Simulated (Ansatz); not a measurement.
Li12F12⁺ (started as a model of: (LiF)12 cage of four- and six-membered rings), relaxed as a doublet with UKS r2SCAN-D4/def2-SVP in Ansatz, starting from the r2SCAN-D4/def2-SVP geometry of the neutral singlet. Force threshold 0.03 eV/Å.

The gap within one spin of the relaxed charge 1 doublet nearly closes, so an electron or hole may be smeared out by delocalisation error.

Start:

```xyz
24

Li    3.2331    1.1880   -0.2944
F     2.1156    1.2639   -1.6935
Li    1.4380    2.7117   -0.8349
F     2.4808    2.5766    0.6057
Li    1.9623    1.2970    1.7536
F     3.0504    0.0290    1.0454
Li    2.1955   -1.4077    0.5714
F     1.6148   -1.6200   -1.1262
Li    1.0194   -0.1349   -1.9339
F    -0.8093    0.0361   -1.9941
Li   -1.4413    1.5334   -1.2218
F    -0.2728    2.7120   -0.5583
Li   -0.8195    2.0441    1.0345
F     0.2218    0.8935    1.9453
F    -2.3536    1.4442    0.3408
Li   -0.4082   -0.8323    1.9846
F     0.7124   -2.0627    1.3191
Li    0.3511   -2.6222   -0.3604
F    -1.2895   -2.8154   -0.8996
Li   -1.9309   -1.3466   -1.7510
Li   -3.1025   -0.0775    0.6970
F    -2.1296   -1.2418    1.6923
Li   -2.4762   -2.3859    0.3570
F    -3.3617   -1.1826   -0.6787
```

Question: Estimate the energy that the relaxation releases and the steps that it takes.

Answer: 0.37 eV, in 5 steps; 1.7 min on 4 threads of Intel Xeon Platinum 8488C on a shared host. No frequencies were taken in this run, so the end may be a saddle point.

Question: Does the start keep its bonding and symmetry?

Answer: By distances, no bond broke or formed. The bond that changes most is F4–Li5, from 1.80 to 1.84 Å (atoms count from 1). Point group C2 at the start, C2 at the end, both within 0.05 Å.

Question: Predict the relaxed structure.

Answer: 
Cartesian coordinates in Å:
```
Li 3.3852 1.1930 -0.2949
F 2.1333 1.2934 -1.6079
Li 1.4606 2.8531 -0.8920
F 2.4954 2.5695 0.5663
Li 1.9996 1.3002 1.8068
F 3.0708 0.0570 1.0389
Li 2.2921 -1.4436 0.6327
F 1.5953 -1.5795 -1.0535
Li 0.9723 -0.0840 -1.8859
F -0.8352 0.0126 -1.9444
Li -1.4880 1.5287 -1.2351
F -0.2443 2.6540 -0.5952
Li -0.7959 2.0853 1.0460
F 0.2564 0.9032 1.8965
F -2.3154 1.3965 0.3832
Li -0.4316 -0.7717 1.9307
F 0.6876 -2.0331 1.2425
Li 0.3448 -2.7291 -0.4144
F -1.3239 -2.8214 -0.8943
Li -1.9474 -1.3829 -1.8025
Li -3.2425 -0.0334 0.7445
F -2.1598 -1.2514 1.6057
Li -2.5461 -2.5207 0.3644
F -3.3634 -1.1960 -0.6381
```
Bond lengths (bridged metal pairs left out): 36 × F–Li 1.74 to 1.85 Å.
